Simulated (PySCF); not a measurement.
H2Te, charge -1, doublet, at the geometry of the source list (a state made from the parent by changing its charge; the spin is typed, not shown lowest) (core potentials on Te) (in this run its highest filled SCF level lies above zero, so its values depend strongly on the basis, on diffuse functions most of all). Base run: B3LYP/def2-SV(P) (PySCF).

PySCF was given this input:
```python
from pyscf import gto, scf, dft

mol = gto.M(
    atom='''
Te   -0.001700    0.789100    0.000000
H    -1.139100   -0.398000    0.000000
H     1.140800   -0.391000    0.000000
''',
    basis='def2-sv(p)',
    ecp={'Te': 'def2-sv(p)'},
    charge=-1,
    spin=1,
    verbose=4,
)

mf = dft.UKS(mol)
mf.xc = 'b3lyp'
mf.kernel()
```

Variants of this job, named by their change:

| change | basis functions | E (Eh) | HOMO (eV) |
|---|---|---|---|
| base | 30 | -269.22695 | 3.98 |
| basis = x2c-TZVPall; relativity = spin-free X2C; nucleus = Gaussian (with nucmod='G'; without ecp={'Te': 'def2-sv(p)'}) | 72 | -6794.93706 | 3.84 |
| basis = ANO-RCC-VDZP; relativity = none (without ecp={'Te': 'def2-sv(p)'}) | 53 | -6398.98238 | 3.34 |
| basis = x2c-TZVPall; relativity = none (without ecp={'Te': 'def2-sv(p)'}) | 72 | -6476.00746 | 3.70 |
| basis = jorge-DZP-DKH; relativity = spin-free X2C (without ecp={'Te': 'def2-sv(p)'}) | 58 | -6789.50285 | 3.88 |
| basis = ANO-RCC-VDZP; relativity = spin-free X2C; nucleus = Gaussian (with nucmod='G'; without ecp={'Te': 'def2-sv(p)'}) | 53 | -6794.73751 | 3.93 |
| basis = x2c-TZVPall; relativity = spin-free X2C (without ecp={'Te': 'def2-sv(p)'}) | 72 | -6795.12114 | 3.84 |
| basis = ANO-RCC-VDZP; relativity = spin-free X2C (without ecp={'Te': 'def2-sv(p)'}) | 53 | -6794.95479 | 3.93 |
| basis = jorge-DZP-DKH; relativity = spin-free X2C; nucleus = Gaussian (with nucmod='G'; without ecp={'Te': 'def2-sv(p)'}) | 58 | -6789.31888 | 3.88 |
| basis = jorge-DZP-DKH; relativity = none (without ecp={'Te': 'def2-sv(p)'}) | 58 | -6546.18073 | 3.71 |

Total energies compare only within one method and basis.

Open shells are given as the SCF converged; they aren't shown to be the lowest states, and a large step between rows can be another state.

Basis sets contracted for a relativistic Hamiltonian are a mismatch without it, so the rows without relativity aren't non-relativistic limits. No row has spin-orbit coupling; sets with core potentials leave out the core electrons.
